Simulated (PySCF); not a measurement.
PySCF 2.14 output of an unrestricted M06-L calculation on a single atom or ion in def2-SVP, with no relativity, point nucleus:

```
SCF conv_tol = 1e-09
number electrons alpha = 10  beta = 9
    Y. Zhao and D. G. Truhlar.,  J. Chem. Phys. 125, 194101 (2006)
    Y. Zhao and D. G. Truhlar.,  J. Chem. Phys. 125, 194101 (2006)
    Y. Zhao and D. G. Truhlar.,  Theor. Chem. Acc. 120, 215 (2008)
cycle= 1 E= -599.806617660028  delta_E= -0.00101  |g|= 0.00234  |ddm|= 0.422
cycle= 2 E= -599.806626568928  delta_E= -8.91e-06  |g|= 0.0002  |ddm|= 0.025
cycle= 3 E= -599.806626614959  delta_E= -4.6e-08  |g|= 1.89e-05  |ddm|= 0.00203
cycle= 4 E= -599.806626615439  delta_E= -4.8e-10  |g|= 1.42e-06  |ddm|= 0.000174
converged SCF energy = -599.806626615439  <S^2> = 0.75111336  2S+1 = 2.0011131
```

The run itself started from symmetry-adapted Hartree-Fock orbitals and held the occupation by maximum overlap, on a logarithmic radial grid, so the iterations belong to that start.

Problem. Which element, charge and spin multiplicity is this?

Solution. K (potassium, neutral), multiplicity 2; the state was [Ar] 4s1, 2S determinant.
